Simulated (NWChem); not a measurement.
# hexafluoropropene (C₃F₆); SMILES C(F)(=C(F)F)C(F)(F)F

```xyz
9

F     -0.4801    -2.5759     0.0007
C      0.1605    -1.4244    -0.0002
F      1.4676    -1.5756     0.0000
C     -0.4859    -0.2389    -0.0012
F     -1.8282    -0.2244     0.0004
C      0.1367     1.1318    -0.0003
F     -0.2308     1.8206     1.1035
F      1.4808     1.0677    -0.0326
F     -0.2835     1.8418    -1.0709
```
Atoms are numbered in this order, from 1.

Coordinates come from a PBE-D3(BJ)/def2-SVP optimisation.

List the 4 lowest vertical singlet excitations from Hartree-Fock/6-31G* (spherical d), TDHF (NWChem).


```
state  energy (eV)  oscillator strength  leading excitation (squared amplitude)
-----  -----------  -------------------  --------------------------------------
S1            8.00                0.002                    HOMO → LUMO+1 (0.94)
S2            8.31                0.536                      HOMO → LUMO (0.98)
S3           11.44                0.028                    HOMO → LUMO+2 (0.75)
S4           11.64                0.001                    HOMO−1 → LUMO (0.68)
```
